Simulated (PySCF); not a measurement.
Mo(NH)(F)2(OH)2 (F2H3MoNO2), SMILES [NH]=[Mo]([OH])([OH])([F])[F], multiplicity 1.

The structure is a stationary point at B3LYP-D3(BJ)/def2-SVP. The spin state was assumed, not searched. The structure was generated by enumeration; whether it is a known compound was not checked. The def2 effective core potentials stand for the cores of Mo; spin–orbit coupling is left out. Other conformers were not sampled.

These are PySCF with M06-2X/def2-TZVP values and carry that method's errors.

The molecule is in vacuum.

Task: Estimate the frontier levels, gap, dipole moment and polarisability. (An estimate is asked for; the answer gives what the named calculation found.)

Result: 
- highest occupied level = -10.81 eV
- lowest empty level = -2.60 eV
- orbital gap = 8.21 eV
- dipole moment = 3.56 D
- quadrupole, principal values (traceless, Buckingham form, about the centre of nuclear charge) = -16.13, 5.78, 10.35 D·Å
- mean static polarisability = 55.2 bohr³ (8.18 Å³)
- polarisability, principal values = 47.8, 56.8, 61.0 bohr³
